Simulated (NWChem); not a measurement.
# C4H3F; SMILES C#CC(=C)F

Program: NWChem. Pople sets run with spherical d functions. Coordinates come from a PBE-D3(BJ)/def2-SVP optimisation. Level: B3LYP/6-31G* with SMD (1 M gas to 1 M solution), gas-phase geometry.

For solvent acetone:

solvation free energy (kcal/mol): -2.7
cavity-dispersion-structure term (kcal/mol): 1.5

**Question.** How do the values read with solvent water instead?

**Answer.** The solvation free energy (kcal/mol) comes out as 1.0. The cavity-dispersion-structure term (kcal/mol) comes out as 5.3.
